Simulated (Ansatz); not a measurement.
Basis-set extrapolation for `CO[SiH](N)[SiH3]` (PBE0-D4/def2-TZVP geometry, frozen core, Ansatz). Multiplicity 1, RHF reference.

```tsv
	def2-TZVPP	def2-QZVPP
HF	-750.444413	-750.471410
MP2 correlation	-0.877591	-0.942399
CCSD(T) correlation	-0.969908	not run
```

Energies in hartree. Use E(X) = E(∞) + A·exp(−7.88·√X) for Hartree–Fock and E(X) = E(∞) + B·X^(−2.97) for correlation, with X = 3 and 4, and add CCSD(T) minus MP2 of the smaller set to the MP2 limit.

What is the CCSD(T) energy at the basis-set limit?

HF limit: -750.471410 + (-0.026997) × 0.13774 = -750.47513. MP2 limit: -0.942399 + (-0.064808) × 0.74074 = -0.99040. Higher-order term: -0.969908 − (-0.877591) = -0.09232. Total: -751.55785 hartree, 376.8 kJ/mol below CCSD(T)/def2-TZVPP.
